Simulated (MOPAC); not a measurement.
A run for MOPAC: PM3 on C3H4O2 (SMILES C=CC(=O)O), a point of a torsion scan.

```
PM3 1SCF PRECISE CHARGE=0 THREADS=1
C3H4O2

C     -1.36539330 1    -0.38874306 1    -0.26317251 1
C     -0.54942015 1     0.41927282 1     0.38671400 1
C      0.93084333 1     0.37360807 1     0.22931816 1
O      1.57424042 1     1.12286284 1    -0.45402177 1
O      1.48123787 1    -0.62311229 1     0.93292632 1
H     -0.99715867 1    -1.16440550 1    -0.91369060 1
H     -2.43486120 1    -0.30973136 1    -0.16626292 1
H     -0.91312172 1     1.21400493 1     1.02301343 1
H      2.44395224 1    -0.63866679 1     0.80571843 1
```

The log:

```
*******************************************************************************
 **                                                                           **
 **                              MOPAC v23.2.5                                **
 **                                                                           **
 *******************************************************************************
 ** MOPAC's Digital Object Identifier: https://doi.org/10.5281/zenodo.6511958 **
 **                                                                           **
 ** Please cite the open-source release paper for use of this MOPAC version:  **
 ** J. E. Moussa and J. J. P. Stewart (2026)                                  **
 ** MOPAC: An open-source semiempirical molecular orbital program             **
 ** J. Open Source Softw., 11(119), 8025, https://doi.org/10.21105/joss.08025 **
 *******************************************************************************

                              PM3 CALCULATION RESULTS

 *******************************************************************************
 *  PM3        - The PM3 Hamiltonian to be used
 *
 *
 *
 *                 CHARGE ON SYSTEM = 0
 *
 *
 *
 *  PRECISE    - TIGHTER CRITERIA TO BE USED
 *  1SCF       - DO 1 SCF AND THEN STOP
 *  THREADS=1  - MULTI-THREADING NOT USED
 *  T=         - A TIME OF 172800.0 SECONDS REQUESTED
 *  DUMP=N     - RESTART FILE WRITTEN EVERY 7200.0 SECONDS REQUESTED
 *******************************************************************************
PM3 1SCF PRECISE CHARGE=0 THREADS=1
 C3H4O2

   ATOM   CHEMICAL          X               Y               Z
  NUMBER   SYMBOL      (ANGSTROMS)     (ANGSTROMS)     (ANGSTROMS)

     1       C         -1.36539330  *  -0.38874306  *  -0.26317251  *
     2       C         -0.54942015  *   0.41927282  *   0.38671400  *
     3       C          0.93084333  *   0.37360807  *   0.22931816  *
     4       O          1.57424042  *   1.12286284  *  -0.45402177  *
     5       O          1.48123787  *  -0.62311229  *   0.93292632  *
     6       H         -0.99715867  *  -1.16440550  *  -0.91369060  *
     7       H         -2.43486120  *  -0.30973136  *  -0.16626292  *
     8       H         -0.91312172  *   1.21400493  *   1.02301343  *
     9       H          2.44395224  *  -0.63866679  *   0.80571843  *



          CARTESIAN COORDINATES

    NO.       ATOM           X           Y           Z

     1         C         -1.3654     -0.3887     -0.2632
     2         C         -0.5494      0.4193      0.3867
     3         C          0.9308      0.3736      0.2293
     4         O          1.5742      1.1229     -0.4540
     5         O          1.4812     -0.6231      0.9329
     6         H         -0.9972     -1.1644     -0.9137
     7         H         -2.4349     -0.3097     -0.1663
     8         H         -0.9131      1.2140      1.0230
     9         H          2.4440     -0.6387      0.8057

  H: (PM3): J. J. P. STEWART, J. COMP. CHEM. 10, 209 (1989).
  C: (PM3): J. J. P. STEWART, J. COMP. CHEM. 10, 209 (1989).
  O: (PM3): J. J. P. STEWART, J. COMP. CHEM. 10, 209 (1989).

           Empirical Formula: C3 H4 O2  =     9 atoms



      MOLECULAR POINT GROUP   :   C1


      RHF CALCULATION, NO. OF DOUBLY OCCUPIED LEVELS = 14


 -------------------------------------------------------------------------------
 PM3 1SCF PRECISE CHARGE=0 THREADS=1
 C3H4O2



     1SCF WAS SPECIFIED, SO BFGS WAS NOT USED
     SCF FIELD WAS ACHIEVED


                              PM3 CALCULATION
                                                       MOPAC v23.2.5 Linux




          FINAL HEAT OF FORMATION =        -72.12597 KCAL/MOL =    -301.77505 KJ/MOL


          COSMO AREA              =        106.28 SQUARE ANGSTROMS
          COSMO VOLUME            =         89.42 CUBIC ANGSTROMS

          IONIZATION POTENTIAL    =         11.119312 EV
          HOMO LUMO ENERGIES (EV) =        -11.119  0.489
          NO. OF FILLED LEVELS    =         14
          MOLECULAR WEIGHT        =         72.0634         POINT GROUP:  C1

          MOLECULAR DIMENSIONS (Angstroms)

            Atom       Atom       Distance
            H     9    H     7     4.98556
            H     6    H     8     3.05335
            O     5    O     4     2.15214


          SCF CALCULATIONS        =          1





   ATOM   CHEMICAL          X               Y               Z
  NUMBER   SYMBOL      (ANGSTROMS)     (ANGSTROMS)     (ANGSTROMS)

     1       C         -1.36539330  *  -0.38874306  *  -0.26317251  *
     2       C         -0.54942015  *   0.41927282  *   0.38671400  *
     3       C          0.93084333  *   0.37360807  *   0.22931816  *
     4       O          1.57424042  *   1.12286284  *  -0.45402177  *
     5       O          1.48123787  *  -0.62311229  *   0.93292632  *
     6       H         -0.99715867  *  -1.16440550  *  -0.91369060  *
     7       H         -2.43486120  *  -0.30973136  *  -0.16626292  *
     8       H         -0.91312172  *   1.21400493  *   1.02301343  *
     9       H          2.44395224  *  -0.63866679  *   0.80571843  *

                             CARTESIAN COORDINATES

   1    C       -1.365393300    -0.388743060    -0.263172510
   2    C       -0.549420150     0.419272820     0.386714000
   3    C        0.930843330     0.373608070     0.229318160
   4    O        1.574240420     1.122862840    -0.454021770
   5    O        1.481237870    -0.623112290     0.932926320
   6    H       -0.997158670    -1.164405500    -0.913690600
   7    H       -2.434861200    -0.309731360    -0.166262920
   8    H       -0.913121720     1.214004930     1.023013430
   9    H        2.443952240    -0.638666790     0.805718430


           Empirical Formula: C3 H4 O2  =     9 atoms



      MOLECULAR POINT GROUP   :   C1


                  EIGENVALUES
 -40.23851 -35.99979 -33.33686 -23.96842 -20.22101 -18.36103 -17.80161 -16.80620
 -15.25209 -14.75411 -13.20345 -12.30124 -11.42460 -11.11931   0.48944   1.13475
   1.98958   3.25244   3.61825   3.86757   4.53087   5.06068   5.23939   7.11098


              NET ATOMIC CHARGES AND DIPOLE CONTRIBUTIONS

  ATOM NO.   TYPE          CHARGE      No. of ELECS.   s-Pop       p-Pop
    1          C          -0.085857        4.0859     1.17446     2.91140
    2          C          -0.171182        4.1712     1.18526     2.98592
    3          C           0.419784        3.5802     1.16432     2.41589
    4          O          -0.380267        6.3803     1.86022     4.52005
    5          O          -0.288231        6.2882     1.79474     4.49349
    6          H           0.084303        0.9157     0.91570
    7          H           0.084340        0.9157     0.91566
    8          H           0.118560        0.8814     0.88144
    9          H           0.218549        0.7815     0.78145
 DIPOLE           X         Y         Z       TOTAL
 POINT-CHG.    -1.379    -1.195     0.782     1.985
 HYBRID         0.421     0.006    -0.019     0.422
 SUM           -0.958    -1.189     0.763     1.707


          ATOMIC ORBITAL ELECTRON POPULATIONS

     Atom    s        px        py        pz
    1  C   1.17446   0.98654   0.96377   0.96108
    2  C   1.18526   0.93571   1.01995   1.03026
    3  C   1.16432   0.87863   0.77734   0.75992
    4  O   1.86022   1.68516   1.44903   1.38586
    5  O   1.79474   1.28653   1.52569   1.68127
    6  H   0.91570
    7  H   0.91566
    8  H   0.88144
    9  H   0.78145

 **********************
 *                    *
 * JOB ENDED NORMALLY *
 *                    *
 **********************




 == MOPAC DONE ==
```

The run finished.

Cost: around 0.03 core-seconds (rough).
